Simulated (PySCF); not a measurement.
**Krypton: a sound run and one with changed settings**

Sound run: Kr²⁺ [Ar] 3d10 4s2 4p4, Kr³⁺ [Ar] 3d10 4s2 4p3. Calculation: PySCF 2.14, in aug-cc-pVDZ-DK (6s5p3d, 36 functions); the spin-free X2C one-electron Hamiltonian (Gaussian nucleus). In the sound run the correlated levels freeze [Ar] 3d10. The sound run starts from symmetry-adapted Hartree-Fock orbitals and uses a fine grid where one is needed.

Changed run: initial guess atom, at most 50 SCF cycles.

| species | method | sound run (hartree) | changed run (hartree) | converged |
| --- | --- | --- | --- | --- |
| Kr²⁺ | UHF | -2786.71490 | -2786.71490 | yes |
| Kr²⁺ | B3LYP | -2788.52298 | -2788.52298 | yes |
| Kr²⁺ | CCSD(T) | -2786.80648 | -2786.80648 | yes |
| Kr³⁺ | LDA | -2783.27170 | -2783.27170 | yes |
| Kr³⁺ | MP2 | -2785.51670 | -2785.51670 | yes |

Here the plain start reaches the same solutions.
